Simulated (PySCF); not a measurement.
**Spinor energies of Tm⁺ (thulium, charge +1)**

Start: [Xe] 4f13 6s1; 4f5/2 filled at m_j = -5/2, -3/2, -1/2, +1/2, +3/2, +5/2; 4f7/2 filled at m_j = -5/2, -3/2, -1/2, +1/2, +3/2, +5/2, +7/2; 6s1/2 filled at m_j = +1/2. Calculated with PySCF 2.14 in x2c-TZVPall-2c with one added diffuse shell each of s, p, d, f type (12s12p11d5f1g, 147 functions): generalised Hartree-Fock with the X2C-1e Hamiltonian and a Gaussian nucleus; spin-orbit coupling (SO) screened by Boettger's factors. This is a chosen level, not necessarily the ground level.

```
spinor shell  electrons  ε, screened SO (eV)  weight of nominal j (screened SO)  rms radius, screened SO (bohr)
       1s1/2          2             -59685.3                              1.000                          0.0227
       2s1/2          2             -10203.8                              1.000                          0.0917
       2p1/2          2              -9707.2                              1.000                          0.0783
       2p3/2          4              -8721.7                              1.000                          0.0852
       3s1/2          2              -2353.2                              1.000                           0.235
       3p1/2          2              -2134.8                              1.000                           0.227
       3p3/2          4              -1922.3                              1.000                           0.241
       3d3/2          4              -1554.1                              1.000                           0.214
       3d5/2          6              -1507.5                              1.000                           0.218
       4s1/2          2              -495.70                              1.000                           0.530
       4p1/2          2              -406.78                              0.999                           0.542
       4p3/2          4              -357.74                              1.000                           0.574
       4d3/2          4              -211.12                              0.993                           0.612
       4d5/2          6              -200.43                              0.996                           0.624
       5s1/2          2              -71.037                              1.000                            1.33
       5p1/2          2              -44.282                              0.992                            1.51
       5p3/2          4              -37.963                              0.996                            1.63
       4f5/2          6              -21.279                              0.946                           0.874
       4f7/2          7              -19.104                              0.953                           0.903
       6s1/2          1              -11.214                              1.000                            4.03
```

```
   quantity   screened SO
E (hartree)  -13569.05602
        M_J             4
       ⟨J²⟩        20.012
       ⟨L²⟩        12.109
       ⟨S²⟩         2.102
```

Each row is a mean over spinors that exchange with the open shell spreads, by up to 9.478 eV (4d5/2).

Breit and QED terms are absent; they matter most for the inner s and p1/2 levels.

Densities and radii are taken from the X2C orbitals without a picture-change correction, which distorts them close to the nucleus.
